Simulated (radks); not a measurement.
All-electron atom: In III in [Kr] 4d10 5s1 (the NIST ground configuration).

All-electron calculation, scalar-relativistic Kohn-Sham, BLYP, spin-polarised, spherical densities, point nucleus; open shells are filled with parallel spins first (spin-orbit coupling, left out, can overturn this in heavy ions). Program: a radial shooting solver on a logarithmic mesh with Libxc functionals.

Energy parts (eV):
| part | energy |
|---|---|
| total | -160039.696 |
| kinetic | 166820.762 |
| electron-nucleus | -386108.040 |
| Hartree | 63592.340 |
| exchange-correlation | -4344.759 |

Orbitals (lengths in bohr, moments of r in powers of bohr; <r^-3> diverges for s and p1/2; r(max) is where P^2 peaks):
orbital  occ.  eigenvalue (eV)      <r^4>  <r^-3>   r(max)      <r>
1s up       1        -27777.02  3.716e-06       -  0.01922  0.02971
1s down     1        -27776.98  3.716e-06       -  0.01922  0.02971
2s up       1        -4174.295  0.0006512       -   0.1086   0.1285
2s down     1        -4174.280  0.0006512       -   0.1086   0.1285
2p up       3        -3748.821  0.0004677    4376  0.08691   0.1122
2p down     3        -3748.804  0.0004677    4376  0.08691   0.1122
3s up       1        -806.3904    0.02954       -   0.3155   0.3487
3s down     1        -806.3577    0.02954       -   0.3155   0.3487
3p up       3        -667.0904    0.03136   800.7   0.3088   0.3472
3p down     3        -667.0571    0.03136   800.8   0.3088   0.3472
3d up       5        -450.7251    0.02901   110.0   0.2581   0.3244
3d down     5        -450.6965    0.02901   110.0   0.2581   0.3244
4s up       1        -137.5448     0.9922       -   0.7694   0.8477
4s down     1        -137.4806     0.9892       -   0.7695   0.8474
4p up       3         -96.0165      1.480   140.5   0.8155   0.9215
4p down     3         -95.9314      1.469   140.7   0.8155   0.9206
4d up       5         -36.4577      5.026   12.47   0.9303    1.171
4d down     5         -36.2231      4.871   12.59   0.9292    1.164
5s up       1         -24.1967      56.53       -    2.050    2.336
5s down     0         -23.4052      58.64       -    2.047    2.350

The highest occupied level is 5s up at -24.197 eV. Spin moment in Bohr magnetons: 1. For comparison, the ionisation energy in NIST's Atomic Spectra Database is 28.044 eV (measured). In exact Kohn-Sham theory the highest level is minus the ionisation energy, but local and semilocal functionals leave it too shallow, through self-interaction and a potential that decays too fast; potentials with the right tail come closer. The density falls to 0.001 e/bohr^3 at r = 3.56 bohr.
